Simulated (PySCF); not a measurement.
Working out the ionisation energy of Ni¹⁶⁺

Ni¹⁶⁺ [Ne] 3s2 (1S) → Ni¹⁷⁺ [Ne] 3s1 (2S). Computed with PySCF 2.14 in an uncontracted even-tempered set (16 s from 1.4 bohr⁻², ratio 2.5; 11 p from 1.8 bohr⁻², ratio 2.5; 5 d from 7.1 bohr⁻², ratio 2.7; 4 f from 11 bohr⁻², ratio 2.7), with no relativity, point nucleus. Frozen: 1s2; the 20 highest virtual orbitals dropped. Energies in hartree (1 hartree = 27.21139 eV):

| part | Ni¹⁶⁺ (lower) | Ni¹⁷⁺ (upper) |
| --- | --- | --- |
| UHF | -1380.828793 | -1360.187156 |
| CCSD correlation | -0.426094 | -0.313001 |
| (T) | -0.002174 | -0.000378 |

Task: What does Hartree-Fock give?

Result: (-1360.187156) − (-1380.828793) = 20.641637 hartree = 561.688 eV.

Task: What do CCSD and CCSD(T) give?

Result: The CCSD correlation energies differ by 0.113093 hartree = 3.077 eV and the triples by 0.001796 hartree = 0.049 eV, so CCSD gives 564.765 eV and CCSD(T) 564.814 eV.

A first-order spin-orbit estimate adds 0.000 eV to CCSD(T) (outer shells), giving 564.814 eV against 571.07 ± 0.12 eV (semi-empirical (NIST evaluation); NIST Atomic Spectra Database, ionization energies).

The calculation is non-relativistic.

What remains against the reference includes basis incompleteness, the frozen core and higher excitations.
